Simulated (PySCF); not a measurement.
A homologous series of growing length: n-germane methyl/methyl. All species are isolated molecules in the gas phase. One relaxed conformer stands for each flexible species; it need not be the lowest. Strings in code marks are SMILES.

These are PySCF 2.14.0 with TPSSh-D3(BJ)/def2-TZVP // PBE0-D3(BJ)/def2-SVP values and carry that method's errors. Excitations are Tamm–Dancoff values on a coarser integration grid. The basis has no diffuse functions, so Rydberg states are missing or too high.

| species | brightest of the four lowest singlets (TDA) (eV) | S1–T1 gap (TDA) (eV) | LUMO (eV) |
|---|---|---|---|
| n = 1 (`[CH3][GeH2][CH3]`) | 8.64 | 0.35 | – |
| n = 2 (`[GeH2]([CH3])[GeH2][CH3]` (C–Ge–Ge–C torsion 179°)) | 7.60 | ___ | – |
| n = 3 (`[CH3][GeH2][GeH2][GeH2][CH3]` (C–Ge–Ge–Ge torsion 180°, Ge–Ge–Ge–C torsion 180°)) | 6.67 | 0.89 | ___ |
| n = 4 (`[CH3][GeH2][GeH2][GeH2][GeH2][CH3]`) | 6.20 | 0.94 | ___ |
| n = 5 (`[CH3][GeH2][GeH2][GeH2][GeH2][GeH2][CH3]`) | 5.79 | 0.89 | -0.79 |
| n = 6 (`[CH3][GeH2][GeH2][GeH2][GeH2][GeH2][GeH2][CH3]`) | ___ | 0.83 | -1.00 |

Question: Fill in the missing entries.

Answer: 
- n = 2 (`[GeH2]([CH3])[GeH2][CH3]` (C–Ge–Ge–C torsion 179°)), S1–T1 gap (TDA) (eV): 0.67
- n = 3 (`[CH3][GeH2][GeH2][GeH2][CH3]` (C–Ge–Ge–Ge torsion 180°, Ge–Ge–Ge–C torsion 180°)), LUMO (eV): -0.08
- n = 4 (`[CH3][GeH2][GeH2][GeH2][GeH2][CH3]`), LUMO (eV): -0.49
- n = 6 (`[CH3][GeH2][GeH2][GeH2][GeH2][GeH2][GeH2][CH3]`), brightest of the four lowest singlets (TDA) (eV): 5.49
